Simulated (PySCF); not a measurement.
C₂H₅S (SMILES CC[S-]), charge -1, singlet, at a GFN2-xTB geometry. Base run: M062X/6-31G* in PySCF.

Here is a job for PySCF.
```python
from pyscf import gto, scf, dft, solvent

mol = gto.M(
    atom='''
C     1.47851571    0.68060766   -0.01630759
C    -0.04245140    0.78349808    0.00269481
S    -0.84017842   -0.83808993    0.00801552
H    -0.36088747    1.34165179    0.89662847
H    -0.38275106    1.34657790   -0.88002358
H     1.94944808    1.67086100   -0.01935725
H     1.82117664    0.13041291    0.85952564
H     1.79948264    0.13530081   -0.90334496
''',
    basis='6-31g*',
    charge=-1,
    verbose=4,
)

mf = dft.RKS(mol)
mf.xc = 'm062x'
mf.kernel()
mf.analyze()
```

Each row names what was changed in the base input (with any setting that the change needs).

```
change                                                            ΔE vs base (kcal/mol)  HOMO-LUMO gap (eV)
----------------------------------------------------------------  ---------------------  ------------------
base                                                                              0.000                8.57
model = IEF-PCM; solvent = methanol                                                   ?                9.60
model = C-PCM; solvent = dimethylsulfoxide                                        -68.7                9.61
model = ddCOSMO; solvent = dimethylsulfoxide                                      -66.3                9.55
model = IEF-PCM; solvent = dimethylsulfoxide; lebedev_order = 41                  -68.6                9.61
model = IEF-PCM; solvent = dimethylsulfoxide; vdw_scale = 1.1                     -72.5                9.81
model = IEF-PCM; solvent = dichloromethane                                            ?                   ?
model = IEF-PCM; solvent = n-hexane                                              -31.31                9.03
model = IEF-PCM; solvent = dimethylsulfoxide; vdw_scale = 1.4                    -59.82                9.28
model = IEF-PCM; solvent = dimethylsulfoxide; vdw_scale = 1.0                     -74.8               10.01
model = IEF-PCM; solvent = toluene                                                    ?                   ?
model = COSMO; solvent = dimethylsulfoxide                                        -67.9                9.60
```

Q: Complete the blanks.

A: 
- model = IEF-PCM; solvent = methanol, ΔE vs base (kcal/mol): -67.8
- model = IEF-PCM; solvent = dichloromethane, ΔE vs base (kcal/mol): -61.58
- model = IEF-PCM; solvent = dichloromethane, HOMO-LUMO gap (eV): 9.50
- model = IEF-PCM; solvent = toluene, ΔE vs base (kcal/mol): -39.00
- model = IEF-PCM; solvent = toluene, HOMO-LUMO gap (eV): 9.15

The base is the gas phase, so ΔE is the electrostatic part of solvation at a fixed geometry, without cavity and dispersion terms.

The gas-phase anion may not be bound at this level, which the solvent then changes.
